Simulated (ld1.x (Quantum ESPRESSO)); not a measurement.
Be (Z = 4): excitation energies, all-electron against PAW

Be, PAW, made with ld1.x (Quantum ESPRESSO) 7.5 (LDA (PZ), scalar-relativistic). Core [He], reference 2s2 2p0. Waves: 2s (bound): rcut 1.50, rcutus 1.95 bohr; 2s channel at 4.8 Ry: rcut 1.50, rcutus 1.95 bohr; 2p (bound, empty): rcut 2.40, rcutus 2.80 bohr; 2p channel at 0.5 Ry: rcut 2.40, rcutus 2.80 bohr. Local part: all-electron potential smoothed inside 2.15 bohr (lloc = -2). Core correction: Bessel-smoothed model core inside 1.45 bohr. Augmentation charge: PSQ, inside the norm-conserving radii.

Energies are relative to the spin-unpolarised reference configuration 2s2 2p0; without spin polarisation the order of configurations can differ from experiment. Spin-polarised rows fill each open shell by Hund’s rule, majority spin first.

| valence configuration | charge | ΔE all-electron (eV) | error AE − PS (meV) |
| --- | --- | --- | --- |
| 2s1 2p0 | +1 | 9.520 | -1.5 |
| 2s1.5 2p0 | +0.5 | 3.752 | -0.2 |
| 2s1 2p1 | 0 | 3.519 | -0.5 |
| 2s0 2p1 | +1 | 13.334 | -4.4 |
| 2s0 2p2 | 0 | 7.071 | -2.2 |

Task: What are ΔE and the potential's error for 2s1 2p0 (spin-polarised)?

Result: ΔE = 9.044 eV all-electron; the error (AE − PS) is -2.6 meV.

Task: What are ΔE and the potential's error for 2s1.5 2p0 (spin-polarised)?

Result: ΔE = 3.671 eV all-electron; the error (AE − PS) is -0.3 meV.

Levels in the configuration 2s1.5 2p0:

| level | all-electron (eV) | pseudo (eV) |
| --- | --- | --- |
| 2s | -9.466 | -9.467 |
